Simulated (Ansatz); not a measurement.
`C#CB(C)C` + `O=CO` → `CB(C)OC=O` + `C#C` at 500 K and 1 bar (ligand exchange at a B–C bond).

Calculated with Ansatz (gas phase, PBE0-D4/def2-TZVP geometries, no zero-point term in ΔE). CBS: MP2 limit from def2 TZ/QZ plus the TZ coupled-cluster correction, frozen cores. This one scheme is used for every species. One conformer a species, not always the lowest.

```tsv
species	CCSD(T)/CBS energy (Eh)	H − E (kJ/mol)	S (J/(mol·K))
`C#CB(C)C`	-181.17974	299.3	402.3
`O=CO`	-189.60296	110.7	274.8
`CB(C)OC=O`	-293.57625	318.4	433.8
`C#C`	-77.22717	90.7	225.3
```

H − E and S are ideal-gas, rigid-rotor, harmonic terms from PBE0-D4/def2-TZVP, for one conformer and one mirror image of each species. 1 Eh = 2625.50 kJ/mol, R = 8.31446 J/(mol·K).

**Question.** By hand: ΔE, ΔH, ΔS and ΔG.

**Answer.** ΔE = (-293.57625) + (-77.22717) − (-181.17974) − (-189.60296) = -0.02072 Eh = -54.4 kJ/mol. Δ(H − E) = 318.4 + 90.7 − 299.3 − 110.7 = -0.9, so ΔH = -55.3 kJ/mol. ΔS = 433.8 + 225.3 − 402.3 − 274.8 = -18.0 J/(mol·K). ΔG = -55.3 − 500 × (-18.0)/1000 = -46.3 kJ/mol.

**Question.** By hand: the equilibrium constant, and the temperature at which ΔG would vanish if ΔH and ΔS stayed fixed.

**Answer.** log₁₀ K = −ΔG/(RT ln 10) = 4.8. ΔG = 0 at ΔH/ΔS = 3072 K, far beyond where these terms or the molecules hold.

ΔH outweighs TΔS. A doubt of 5 kJ/mol in ΔE shifts log₁₀ K by 0.5 here. Other conformers and mirror images would add mixing entropy, several J/(mol·K) or more a flexible species. These are equilibria of isolated gas molecules and say nothing of rates. Largest T1 diagnostic: 0.016 (customary marks: 0.02 for closed shells, 0.045 for open ones).
